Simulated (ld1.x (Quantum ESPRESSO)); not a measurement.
## Transferability test, RRKJ potential for V (Z = 23)

| Property | Result |
| --- | --- |
| Element | vanadium |
| Generator | ld1.x (Quantum ESPRESSO) 7.5 |
| Type | norm-conserving RRKJ (Kleinman–Bylander form) |
| Functional | LDA (PZ) |
| Relativity | scalar-relativistic |
| Frozen core | [Ar] |
| Valence charge | 5 |
| Reference configuration | 3d3 4s1.5 4p0 (charge +0.5) |
| Partial waves | 4s (bound): rc 2.60 bohr; 4p (bound, empty): rc 3.40 bohr; 3d (bound): rc 1.85 bohr |
| Local potential | all-electron potential smoothed inside 3.35 bohr (lloc = -1) |
| Core correction | none |
| rho0 | 0.01 |

Energies are relative to the spin-unpolarised reference configuration 3d3 4s1.5 4p0; without spin polarisation the order of configurations can differ from experiment. Spin-polarised rows fill each open shell by Hund’s rule, majority spin first. The frozen-core shift is the all-electron ΔE with the core orbitals held at their reference shape minus the fully relaxed ΔE.

```json
{"valence configuration": "3d3 4s2 4p0", "charge": "0", "ΔE all-electron (eV)": "-3.180", "error AE − PS (meV)": "+2.4", "frozen-core shift (meV)": "0.0"}
{"valence configuration": "3d3 4s1 4p0", "charge": "+1", "ΔE all-electron (eV)": "4.761", "error AE − PS (meV)": "+3.4", "frozen-core shift (meV)": "+0.7"}
{"valence configuration": "3d3 4s0 4p0", "charge": "+2", "ΔE all-electron (eV)": "19.306", "error AE − PS (meV)": "+62", "frozen-core shift (meV)": "+9.6"}
{"valence configuration": "3d1 4s0 4p0", "charge": "+4", "ΔE all-electron (eV)": "94.597", "error AE − PS (meV)": "+592", "frozen-core shift (meV)": "+2764"}
{"valence configuration": "3d2 4s2 4p1", "charge": "0", "ΔE all-electron (eV)": "2.730", "error AE − PS (meV)": "-73", "frozen-core shift (meV)": "+245"}
{"valence configuration": "3d3 4s1.5 4p0 (spin-polarised)", "charge": "+0.5", "ΔE all-electron (eV)": "-1.891", "error AE − PS (meV)": "+3109", "frozen-core shift (meV)": "+4.3"}
{"valence configuration": "3d3 4s2 4p0 (spin-polarised)", "charge": "0", "ΔE all-electron (eV)": "-4.808", "error AE − PS (meV)": "+2964", "frozen-core shift (meV)": "+5.7"}
```

(1) What are ΔE and the potential's error for 3d2 4s0 4p0?

(2) What are ΔE and the potential's error for 3d4 4s0 4p0?

## Answers

(1) ΔE = 48.465 eV all-electron; the error (AE − PS) is +49 meV.

(2) ΔE = 4.199 eV all-electron; the error (AE − PS) is -94 meV.
